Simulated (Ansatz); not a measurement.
`C[Se][Al]([F])[F]` + H₂ → `[F][Al]([F])[SeH]` + CH₄ at 700 K and 1 bar (hydrogenolysis of the Se–C bond).

Calculated with Ansatz (gas phase, PBE0-D4/def2-TZVP geometries, no zero-point term in ΔE). CBS: MP2 limit from def2 TZ/QZ plus the TZ coupled-cluster correction, frozen cores. This one scheme is used for every species. For Se outer-core shells are correlated without core-valence functions, which leaves a few kJ/mol of doubt a bond. Scalar relativity is left out up to krypton. One conformer a species, not always the lowest.

| species | CCSD(T)/CBS energy (Eh) | H − E (kJ/mol) | S (J/(mol·K)) |
| --- | --- | --- | --- |
| `C[Se][Al]([F])[F]` | -2882.36734 | 186.0 | 478.6 |
| H₂ | -1.17544 | 46.8 | 155.3 |
| `[F][Al]([F])[SeH]` | -2843.11067 | 89.0 | 403.8 |
| CH₄ | -40.46206 | 145.9 | 224.0 |

H − E and S are ideal-gas, rigid-rotor, harmonic terms from PBE0-D4/def2-TZVP, for one conformer and one mirror image of each species. The MP2-based limit puts H₂ 0.8 mEh under its directly extrapolated value; such offsets cancel only in part. 1 Eh = 2625.50 kJ/mol, R = 8.31446 J/(mol·K).

Problem. By hand: ΔE, ΔH, ΔS and ΔG.

Solution. ΔE = (-2843.11067) + (-40.46206) − (-2882.36734) − (-1.17544) = -0.02995 Eh = -78.6 kJ/mol. Δ(H − E) = 89.0 + 145.9 − 186.0 − 46.8 = 2.1, so ΔH = -76.5 kJ/mol. ΔS = 403.8 + 224.0 − 478.6 − 155.3 = -6.1 J/(mol·K). ΔG = -76.5 − 700 × (-6.1)/1000 = -72.2 kJ/mol.

Problem. By hand: the equilibrium constant, and the temperature at which ΔG would vanish if ΔH and ΔS stayed fixed.

Solution. log₁₀ K = −ΔG/(RT ln 10) = 5.4. ΔG = 0 at ΔH/ΔS = 12541 K, far beyond where these terms or the molecules hold.

The number of gas molecules stays the same, so ΔS is small and ΔH decides. A doubt of 5 kJ/mol in ΔE shifts log₁₀ K by 0.4 here. Other conformers and mirror images would add mixing entropy, several J/(mol·K) or more a flexible species. Modes under 60 cm⁻¹, often nearly free rotors, make the harmonic entropy too high. These are equilibria of isolated gas molecules and say nothing of rates. Largest T1 diagnostic: 0.011 (customary marks: 0.02 for closed shells, 0.045 for open ones).
